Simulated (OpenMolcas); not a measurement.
## OpenMolcas run: Co2+

Input:

```
&GATEWAY
Coord
1

Co 0.0 0.0 0.0
Basis=ANO-RCC-VTZP
Group=XYZ
NoMove
AngMom=0.0 0.0 0.0
AMFI
&SEWARD
* reference wave functions (RASSCF and RASSI steps not shown): 7 electrons in 6 orbitals (3d 4s)
>>> COPY JOB001 $Project.JobIph
&CASPT2
XMultistate=50 1 2 3 4 5 6 7 8 9 10 11 12 13 14 15 16 17 18 19 20 21 22
23 24 25 26 27 28 29 30 31 32 33 34 35 36 37 38 39 40 41 42 43 44 45 46
47 48 49 50
Frozen=2 3
IPEA=0.25
Imaginary=0.1
MaxIter=60
WThr=0.0 0.3 0.05
PrWF=0.5
NoMix
>>> COPY JOB002 $Project.JobIph
&CASPT2
XMultistate=5 1 2 3 4 5
Frozen=2 3
IPEA=0.25
Imaginary=0.1
MaxIter=60
WThr=0.0 0.3 0.05
PrWF=0.5
NoMix
>>> COPY JOB003 $Project.JobIph
&CASPT2
XMultistate=110 1 2 3 4 5 6 7 8 9 10 11 12 13 14 15 16 17 18 19 20 21
22 23 24 25 26 27 28 29 30 31 32 33 34 35 36 37 38 39 40 41 42 43 44 45
46 47 48 49 50 51 52 53 54 55 56 57 58 59 60 61 62 63 64 65 66 67 68 69
70 71 72 73 74 75 76 77 78 79 80 81 82 83 84 85 86 87 88 89 90 91 92 93
94 95 96 97 98 99 100 101 102 103 104 105 106 107 108 109 110
Frozen=2 3
IPEA=0.25
Imaginary=0.1
MaxIter=60
WThr=0.0 0.3 0.05
PrWF=0.5
NoMix
```

Launched by
```bash
OMP_NUM_THREADS=1 MOLCAS_MEM=1689 MOLCAS_PROJECT=a pymolcas a.inp > a.log  # once for each step of the input, in one work folder
```

Output, cut to the results:

```
--- CASPT2 ---
Orbital specifications:
      -----------------------

      Symmetry species                           1   2
                                                ag  au
      Frozen orbitals                            2   3
      Inactive orbitals                          1   3
      Active orbitals                            6   0
      Secondary orbitals                        21  23
      Deleted orbitals                           0   0
      Number of basis functions                 30  29
Type of calculation                        XMS-CASPT2
      Fock operator                              state-average
      IPEA shift                                 0.25
      Real shift                                 0.00
      Imaginary shift                            0.10
      The input orbitals will be transformed to quasi-canonical
      The input states will be rotated to diagonalize the Fock operator
Reference energy:       -1390.9494426819
      E2 (Non-variational):      -0.5618617906
      Shift correction:          -0.0003173592
      E2 (Variational):          -0.5621791498
      Total energy:           -1391.5116218318
      Residual norm:              0.0000008844
      Reference weight:           0.91013
      Contributions to the CASPT2 correlation energy
      Active & Virtual Only:         -0.2502433519
      One Inactive Excited:          -0.2317638903
      Two Inactive Excited:          -0.0798545484
Reference energy:       -1390.9494426819
      E2 (Non-variational):      -0.5605271242
      Shift correction:          -0.0003135732
      E2 (Variational):          -0.5608406974
      Total energy:           -1391.5102833794
      Residual norm:              0.0000008518
      Reference weight:           0.91068
      Contributions to the CASPT2 correlation energy
      Active & Virtual Only:         -0.2496587130
      One Inactive Excited:          -0.2311485459
      Two Inactive Excited:          -0.0797198653
::    XMS-CASPT2 Root  1     Total energy:  -1391.51471262
::    XMS-CASPT2 Root  2     Total energy:  -1391.51341248
::    XMS-CASPT2 Root  3     Total energy:  -1391.51302007
::    XMS-CASPT2 Root  4     Total energy:  -1391.51197654
::    XMS-CASPT2 Root  5     Total energy:  -1391.50995694
::    XMS-CASPT2 Root  6     Total energy:  -1391.50866953
::    XMS-CASPT2 Root  7     Total energy:  -1391.50786483
::    XMS-CASPT2 Root  8     Total energy:  -1391.44640244
::    XMS-CASPT2 Root  9     Total energy:  -1391.44588536
::    XMS-CASPT2 Root 10     Total energy:  -1391.44561161
::    XMS-CASPT2 Root 11     Total energy:  -1391.24423641
::    XMS-CASPT2 Root 12     Total energy:  -1391.24402969
::    XMS-CASPT2 Root 13     Total energy:  -1391.24368270
::    XMS-CASPT2 Root 14     Total energy:  -1391.24345160
::    XMS-CASPT2 Root 15     Total energy:  -1391.24315431
::    XMS-CASPT2 Root 16     Total energy:  -1391.16103300
::    XMS-CASPT2 Root 17     Total energy:  -1391.16087324
::    XMS-CASPT2 Root 18     Total energy:  -1391.16059604
::    XMS-CASPT2 Root 19     Total energy:  -1391.16052942
::    XMS-CASPT2 Root 20     Total energy:  -1391.16041276
::    XMS-CASPT2 Root 21     Total energy:  -1391.16037084
::    XMS-CASPT2 Root 22     Total energy:  -1391.16023641
::    XMS-CASPT2 Root 23     Total energy:  -1391.16008281
::    XMS-CASPT2 Root 24     Total energy:  -1391.15993837
::    XMS-CASPT2 Root 25     Total energy:  -1391.15960389
::    XMS-CASPT2 Root 26     Total energy:  -1391.15954445
::    XMS-CASPT2 Root 27     Total energy:  -1391.15931703
::    XMS-CASPT2 Root 28     Total energy:  -1391.15920430
::    XMS-CASPT2 Root 29     Total energy:  -1391.15904395
::    XMS-CASPT2 Root 30     Total energy:  -1391.15128090
--- CASPT2 ---
Orbital specifications:
      -----------------------

      Symmetry species                           1   2
                                                ag  au
      Frozen orbitals                            2   3
      Inactive orbitals                          1   3
      Active orbitals                            6   0
      Secondary orbitals                        21  23
      Deleted orbitals                           0   0
      Number of basis functions                 30  29
Type of calculation                        XMS-CASPT2
      Fock operator                              state-average
      IPEA shift                                 0.25
      Real shift                                 0.00
      Imaginary shift                            0.10
      The input orbitals will be transformed to quasi-canonical
      The input states will be rotated to diagonalize the Fock operator
Reference energy:       -1390.8217122611
      E2 (Non-variational):      -0.4540253474
      Shift correction:          -0.0001468944
      E2 (Variational):          -0.4541722419
      Total energy:           -1391.2758845029
      Residual norm:              0.0000002300
      Reference weight:           0.93885
      Contributions to the CASPT2 correlation energy
      Active & Virtual Only:         -0.1516592304
      One Inactive Excited:          -0.2106451390
      Two Inactive Excited:          -0.0917209780
Reference energy:       -1390.8217122611
      E2 (Non-variational):      -0.4538268585
      Shift correction:          -0.0001466943
      E2 (Variational):          -0.4539735528
      Total energy:           -1391.2756858138
      Residual norm:              0.0000002298
      Reference weight:           0.93891
      Contributions to the CASPT2 correlation energy
      Active & Virtual Only:         -0.1515390451
      One Inactive Excited:          -0.2105577230
      Two Inactive Excited:          -0.0917300903
::    XMS-CASPT2 Root  1     Total energy:  -1391.27600336
::    XMS-CASPT2 Root  2     Total energy:  -1391.27588749
::    XMS-CASPT2 Root  3     Total energy:  -1391.27571279
::    XMS-CASPT2 Root  4     Total energy:  -1391.27568659
...
```

In XMS-CASPT2 the single-state energies belong to rotated reference states; over a whole degenerate manifold the rotation is arbitrary, and only the multistate roots count.

Levels above the lowest, from the spin-orbit matrix with the multistate effective Hamiltonian, averaged by term, added to it:

```json
{"Configuration": "3d7", "Term": "4F", "J": "9/2", "E (eV)": "0.0000", "Measured (eV)": "0.0000", "g": "1.334", "Term weight %": "100"}
{"Configuration": "3d7", "Term": "4F", "J": "7/2", "E (eV)": "0.1155", "Measured (eV)": "0.1043", "g": "1.238", "Term weight %": "100"}
{"Configuration": "3d7", "Term": "4F", "J": "5/2", "E (eV)": "0.1998", "Measured (eV)": "0.1799", "g": "1.029", "Term weight %": "100"}
{"Configuration": "3d7", "Term": "4F", "J": "3/2", "E (eV)": "0.258", "Measured (eV)": "0.2315", "g": "0.400", "Term weight %": "100"}
{"Configuration": "3d7", "Term": "4P", "J": "5/2", "E (eV)": "1.850", "Measured (eV)": "1.8848", "g": "1.600", "Term weight %": "100"}
{"Configuration": "3d7", "Term": "4P", "J": "3/2", "E (eV)": "1.889", "Measured (eV)": "1.9129", "g": "1.721", "Term weight %": "96"}
{"Configuration": "3d7", "Term": "4P", "J": "1/2", "E (eV)": "1.943", "Measured (eV)": "1.9604", "g": "2.644", "Term weight %": "99"}
{"Configuration": "3d7", "Term": "2G", "J": "9/2", "E (eV)": "2.323", "Measured (eV)": "2.1050", "g": "1.107", "Term weight %": "97"}
{"Configuration": "3d7", "Term": "2G", "J": "7/2", "E (eV)": "2.435", "Measured (eV)": "2.2027", "g": "0.889", "Term weight %": "100"}
{"Configuration": "3d7", "Term": "2P", "J": "3/2", "E (eV)": "2.644", "Measured (eV)": "2.5038", "g": "1.301", "Term weight %": "88"}
{"Configuration": "3d7", "Term": "2P", "J": "1/2", "E (eV)": "2.749", "Measured (eV)": "", "g": "0.693", "Term weight %": "99"}
{"Configuration": "3d7", "Term": "2H", "J": "11/2", "E (eV)": "3.024", "Measured (eV)": "2.8170", "g": "1.091", "Term weight %": "100"}
{"Configuration": "3d7", "Term": "2D(1)", "J": "5/2", "E (eV)": "3.027", "Measured (eV)": "2.8589", "g": "1.201", "Term weight %": "100"}
{"Configuration": "3d7", "Term": "2H", "J": "9/2", "E (eV)": "3.124", "Measured (eV)": "2.9055", "g": "0.914", "Term weight %": "98"}
{"Configuration": "3d7", "Term": "2D(1)", "J": "3/2", "E (eV)": "3.193", "Measured (eV)": "3.0050", "g": "0.846", "Term weight %": "91"}
{"Configuration": "3d7", "Term": "2F", "J": "5/2", "E (eV)": "4.713", "Measured (eV)": "4.5900", "g": "0.858", "Term weight %": "100"}
{"Configuration": "3d7", "Term": "2F", "J": "7/2", "E (eV)": "4.763", "Measured (eV)": "4.6267", "g": "1.143", "Term weight %": "100"}
{"Configuration": "3d6 4s", "Term": "6D", "J": "9/2", "E (eV)": "6.446", "Measured (eV)": "5.7576", "g": "1.556", "Term weight %": "100"}
{"Configuration": "3d6 4s", "Term": "6D", "J": "7/2", "E (eV)": "6.515", "Measured (eV)": "5.8276", "g": "1.588", "Term weight %": "100"}
{"Configuration": "3d6 4s", "Term": "6D", "J": "5/2", "E (eV)": "6.566", "Measured (eV)": "5.8788", "g": "1.658", "Term weight %": "100"}
{"Configuration": "3d6 4s", "Term": "6D", "J": "3/2", "E (eV)": "6.601", "Measured (eV)": "5.9139", "g": "1.868", "Term weight %": "100"}
{"Configuration": "3d6 4s", "Term": "6D", "J": "1/2", "E (eV)": "6.622", "Measured (eV)": "5.9345", "g": "3.337", "Term weight %": "100"}
{"Configuration": "3d7", "Term": "2D(2)", "J": "3/2", "E (eV)": "7.170", "Measured (eV)": "", "g": "0.800", "Term weight %": "100"}
{"Configuration": "3d7", "Term": "2D(2)", "J": "5/2", "E (eV)": "7.231", "Measured (eV)": "", "g": "1.200", "Term weight %": "100"}
```

Against the 20 measured excited levels shown (Sugar and Corliss, J. Phys. Chem. Ref. Data 10, 1097 (1981)) the mean absolute deviation is 2100 cm-1; the largest miss in energy is 3d6 4s 6D 9/2: computed 6.446, measured 5.7576 eV (+12.0 %).

Term energies are means over components that CASPT2 splits; among the terms shown or strongly mixed into the levels shown the widest spread is 1500 cm-1 (3d7 4F). Terms from blocks run as CI alone lack orbitals of their own. A single d shell beside an s shell can misplace configurations of different d count against each other. The CASPT2 spread within a term exceeds the gap to the next term for 3d7 2H and 3d7 2D(1), so the order of their levels is uncertain. Computed and measured levels are paired by configuration, term and J; levels that our copy of the source lacks, or whose pairing is in doubt (as where it misses far off the trend of its configuration), stay unpaired and out of the deviations. Levels of configurations outside the active space are missing. The first state left out of the spin-orbit step lies near 98000 cm-1 above the lowest spin-free state of the reference (among the parities and spins computed), and the list stops at four fifths of that energy or lower. The table shows the lowest 24 of 32 levels.

The term weight is that of the spin-free term in the level, not the purity of its configuration. A number in round brackets counts repeated terms of one configuration in the order of the reference energies.
